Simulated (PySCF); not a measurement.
C6H15O3Sb, SMILES CC[O][Sb]([O]CC)[O]CC. Atoms are numbered in the order given.

```xyz
25

Sb    -0.3230     0.4431     0.9793
O     -1.4975     0.7553    -0.5767
C     -1.6116    -0.0905    -1.7026
C     -2.6455    -1.1748    -1.4872
H     -1.9014     0.5552    -2.5505
H     -0.6434    -0.5546    -1.9605
H     -3.6121    -0.7350    -1.1981
H     -2.7929    -1.7630    -2.4068
H     -2.3128    -1.8596    -0.6927
O      1.3901     1.2113     0.3447
C      1.8446     1.1130    -0.9866
C      1.3684     2.2789    -1.8287
H      2.9488     1.0944    -0.9513
H      1.5323     0.1562    -1.4480
H      1.6980     3.2297    -1.3836
H      1.7702     2.2165    -2.8522
H      0.2695     2.2887    -1.8823
O      0.0768    -1.4168     0.3853
C      1.2887    -2.0618     0.6990
C      1.6363    -3.0368    -0.4040
H      2.1117    -1.3310     0.8220
H      1.1954    -2.6046     1.6604
H      1.7812    -2.5075    -1.3582
H      2.5616    -3.5842    -0.1665
H      0.8245    -3.7669    -0.5403
```

The structure is a stationary point at PBE0-D3(BJ)/def2-SVP. The isomer is the one that the SMILES or the coordinates give; other isomers of the formula were not compared. The def2 effective core potentials stand for the cores of Sb; spin–orbit coupling is left out. Other conformers were not sampled.

Computed with PBE0-D3(BJ)/def2-SVP (PySCF).

Frequencies are harmonic and unscaled.

Computed harmonic wavenumbers and intensities:
```csv
mode,ν (cm⁻¹),IR (km/mol),moving atoms (share of kinetic energy)
1,30,0.9,"C 45 %, O 29 %, H 24 %"
2,43,0.6,"C 59 %, H 26 %, O 11 %"
3,48,2.3,"C 55 %, H 27 %, O 12 %"
4,59,0.4,"C 60 %, H 31 %"
5,73,0.2,"C 48 %, H 39 %, O 11 %"
6,92,1.5,"C 45 %, H 39 %, O 14 %"
7,106,2.8,"C 42 %, O 30 %, H 25 %"
8,131,9.5,"C 34 %, H 31 %, O 30 %"
9,164,1.4,"O 48 %, C 27 %, H 19 %"
10,190,2.9,"H 38 %, C 33 %, O 24 %"
11,242,2.2,"H 52 %, O 27 %, C 16 %"
12,257,6.3,"H 70 %, O 17 %"
13,280,0.4,"H 72 %, C 19 %"
14,296,2.0,"H 57 %, C 24 %, O 10 %, Sb 9 %"
15,328,20.8,"H 30 %, O 26 %, C 23 %, Sb 22 %"
16,331,10.8,"C 36 %, H 29 %, O 28 %"
17,425,8.3,"O 44 %, C 28 %, H 27 %"
18,432,17.1,"O 48 %, H 25 %, C 25 %"
19,549,77.1,"O 59 %, C 15 %, H 13 %, Sb 13 %"
20,552,67.4,"O 62 %, C 14 %, H 13 %, Sb 10 %"
21,605,40.9,"O 65 %, H 16 %, C 12 %"
22,801,2.8,H 90 %
23,810,2.0,H 91 %
24,814,1.1,H 92 %
25,924,27.7,"H 45 %, C 34 %, O 20 %"
26,928,31.5,"H 46 %, C 34 %, O 20 %"
27,938,29.2,"H 46 %, C 33 %, O 20 %"
28,1107,41.3,"C 58 %, H 34 %, O 9 %"
29,1108,32.6,"C 57 %, H 35 %"
30,1110,44.3,"C 58 %, H 34 %"
31,1126,100.4,"C 49 %, H 26 %, O 25 %"
32,1138,220.1,"C 48 %, O 29 %, H 23 %"
33,1156,204.0,"C 45 %, O 33 %, H 22 %"
34,1170,2.4,"H 57 %, C 38 %"
35,1175,14.3,"H 58 %, C 37 %"
36,1177,7.5,"H 57 %, C 37 %"
37,1302,0.1,H 92 %
38,1306,0.5,H 92 %
39,1311,0.2,H 92 %
40,1366,3.0,"H 80 %, C 19 %"
41,1366,7.6,"H 81 %, C 19 %"
42,1373,3.6,"H 80 %, C 20 %"
43,1406,55.0,"H 71 %, C 28 %"
44,1411,41.5,"H 71 %, C 29 %"
45,1418,48.5,"H 72 %, C 28 %"
46,1451,6.1,H 97 %
47,1453,6.8,H 97 %
48,1454,5.1,H 96 %
49,1468,0.2,H 94 %
50,1472,1.2,H 95 %
51,1477,2.1,H 95 %
52,1482,4.5,H 94 %
53,1494,2.3,H 92 %
54,1500,5.2,H 92 %
55,3001,74.9,H 95 %
56,3017,39.9,H 94 %
57,3039,47.9,H 95 %
58,3048,33.9,"H 90 %, C 10 %"
59,3054,17.5,H 97 %
60,3057,16.3,H 97 %
61,3057,15.0,H 97 %
62,3071,36.5,"H 90 %, C 10 %"
63,3090,20.5,"H 90 %, C 10 %"
64,3153,16.6,"H 91 %, C 9 %"
65,3156,19.9,"H 91 %, C 9 %"
66,3156,22.4,"H 91 %, C 9 %"
67,3161,16.1,"H 90 %, C 10 %"
68,3165,14.9,"H 90 %, C 10 %"
69,3166,12.4,"H 90 %, C 10 %"
```
